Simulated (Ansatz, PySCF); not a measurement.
C4H5NSi, SMILES C#C[SiH](C#C)N.

The structure is a stationary point at B3LYP-D3(BJ)/def2-SVP. This is a generated structure with no PubChem entry under its InChIKey; it may be hypothetical. Other conformers were not sampled.

Vertical ionisation energy (IE) and electron affinity (EA) in eV. Rows of orbital energies are one-electron estimates. Where ΔSCF, EOM or ADC give a negative EA the extra electron is unbound and the value depends on the basis.

```json
[
 {"level": "−ε(HOMO), −ε(LUMO), CAM-B3LYP/def2-TZVP (PySCF)", "IE": "9.05", "EA": "-0.43"},
 {"level": "−ε(HOMO), −ε(LUMO), PBE/def2-TZVP (PySCF)", "IE": "6.25", "EA": "1.55"},
 {"level": "ΔSCF, CAM-B3LYP/def2-SVPD (Ansatz), final states of multiplicity 2 and 2", "IE": "9.90", "EA": "-1.05"},
 {"level": "ΔSCF, PBE/def2-SVPD (Ansatz), final states of multiplicity 2 and 2", "IE": "9.15", "EA": "-0.68"}
]
```

Q: What vertical singlet–triplet gap does ΔSCF give with CAM-B3LYP/def2-SVPD (Ansatz, an electronic-structure program) and with PBE/def2-SVPD (Ansatz)? (Estimate from the structure and the level; the computed values follow.)

A: 5.08 and 4.73 eV (triplet above singlet where positive).
